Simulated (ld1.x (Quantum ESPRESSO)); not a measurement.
## Se, PAW: configuration errors across variants

- Element: selenium (Se)
- Generator: ld1.x (Quantum ESPRESSO) 7.5
- Type: PAW
- Functional: PBE
- Relativity: scalar-relativistic
- Frozen core: [Ar]
- Valence charge: 16
- Reference configuration: 3d10 4s1.75 4p4.25
- Partial waves: 4s (bound): rcut 1.15, rcutus 1.55 bohr; 4s channel at 0.1 Ry: rcut 1.15, rcutus 1.55 bohr; 4p (bound): rcut 1.95, rcutus 2.10 bohr; 4p channel at 0.35 Ry: rcut 1.95, rcutus 2.10 bohr; 3d (bound): rcut 0.45, rcutus 0.60 bohr; 3d channel at -3.1 Ry: rcut 0.45, rcutus 0.60 bohr
- Local potential: all-electron potential smoothed inside 1.60 bohr (lloc = -2)
- Core correction: Bessel-smoothed model core inside 0.30 bohr
- Augmentation charge: BESSEL, radius 0.50 bohr

All-electron excitation energies from the reference (eV): (1) 3d10 4s2 4p4 -2.701; (2) 3d10 4s2 4p3 8.144; (3) 3d10 4s2 4p2 28.493; (4) 3d9 4s2 4p5 48.972; (5) 3d10 4s2 4p0 101.544; (6) 3d9 4s2 4p4 61.391; (7) 3d10 4s2 4p1 59.361.

3 further variants failed, have other tests or another functional or relativity, and are left out.

Errors AE − PS in meV (a dash: test not solved or not reliable):

| change | (1) | (2) | (3) | (4) | (5) | (6) | (7) | bound ghosts |
| --- | --- | --- | --- | --- | --- | --- | --- | --- |
| base | +0.3 | -1.0 | -2.8 | -244 | -6.6 | -278 | -4.6 | none |
| waves 4p (bound): rcut 1.72, rcutus 1.82 bohr; 4p channel at 0.35 Ry: rcut 1.72, rcutus 1.82 bohr | +0.2 | -1.4 | -4.3 | -323 | -17 | -343 | -9.0 | none |
| all radii but the core radius scaled by about 1.04 (s 1.62, p 2.18, d 0.62 bohr, rcut 1.20/2.02/0.46); local potential all-electron potential smoothed inside 1.66 bohr (lloc = -2); augmentation BESSEL, radius 0.52 bohr | +0.2 | -1.0 | -2.8 | -223 | -4.3 | -258 | -4.0 | none |

(1) Give the same row for: type ultrasoft; local potential all-electron potential smoothed inside 1.45 bohr (lloc = -2); augmentation built from norm-conserving waves at rcut, not smoothed further.

Answers

(1) +0.1, -2.1, -6.8, -787, -31, -708, -15; bound ghosts: none.
